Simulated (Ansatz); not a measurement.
Consider the redistribution: `CB[S][GeH3]` + `[SiH3]/C=C/Br` → `CB/C=C/Br` + `[SiH3][S][GeH3]`.

Gas-phase electronic energies from Ansatz, PBE0-D4/def2-TZVP geometries. CCSD(T)/CBS is the MP2 limit (def2-TZVPP, def2-QZVPP) plus CCSD(T) − MP2 in def2-TZVPP, frozen cores. Double bonds are as drawn, so ΔE can hold a change between cis and trans. For Br, Ge outer-core shells are correlated without core-valence functions, which leaves a few kJ/mol of doubt a bond. Scalar relativity is left out up to krypton. Each species was taken in one conformer, which may not be the lowest.

`CB[S][GeH3]`:

Cartesian coordinates in Å:
```
C -2.197 0.395 -0.330
B -0.734 0.029 0.061
S 0.629 0.528 -0.981
Ge 2.354 -0.312 0.165
H -2.797 -0.520 -0.402
H -2.300 0.953 -1.262
H -2.656 0.977 0.478
H -0.505 -0.588 1.064
H 2.206 -1.836 0.257
H 2.381 0.312 1.566
H 3.621 0.061 -0.617
```

`[SiH3]/C=C/Br`:

Z-matrix (Å, degrees):
```
Si
C 1 1.861
H 1 1.487 2 110.4
H 1 1.486 2 108.7 3 120.3
H 1 1.487 2 110.4 3 -119.4
C 2 1.324 1 121.1 3 -120.3
H 2 1.087 1 120.0 3 59.7
Br 6 1.886 2 124.0 1 -180.0
H 6 1.083 2 124.4 1 -0.0
```

`CB/C=C/Br`:

Cartesian coordinates in Å:
```
C -0.527 -1.375 0.619
B -0.784 -0.325 -0.505
C 0.052 0.954 -0.742
C 1.087 1.252 0.041
Br 2.164 2.775 -0.158
H -1.438 -1.489 1.219
H -0.377 -2.360 0.159
H 0.307 -1.186 1.297
H -1.704 -0.524 -1.252
H -0.189 1.638 -1.551
H 1.411 0.640 0.874
```

`[SiH3][S][GeH3]`:

Z-matrix (Å, degrees):
```
Si
S 1 2.131
H 1 1.483 2 106.5
H 1 1.487 2 111.1 3 119.7
H 1 1.487 2 111.1 3 -119.7
Ge 2 2.227 1 98.2 3 -179.6
H 6 1.533 2 105.6 1 179.6
H 6 1.536 2 109.6 1 60.0
H 6 1.536 2 109.7 1 -60.8
```

| species | HF/def2-TZVPP energy (Eh) |
| --- | --- |
| `CB[S][GeH3]` | -2539.60849 |
| `[SiH3]/C=C/Br` | -2940.00943 |
| `CB/C=C/Br` | -2714.22880 |
| `[SiH3][S][GeH3]` | -2765.38813 |

Question: Work out ΔE.

Answer: ΔE = (-2714.22880) + (-2765.38813) − (-2539.60849) − (-2940.00943) = 0.00099 Eh = +0.6 kcal/mol. CCSD(T)/CBS gives +1.8 kcal/mol.

Largest T1 diagnostic among the species: 0.013.

In def2-TZVPP, CCSD(T) changes the Hartree–Fock value by +2.0 kcal/mol (the triples alone add +0.3 kcal/mol) and MP2 by +1.6 kcal/mol.
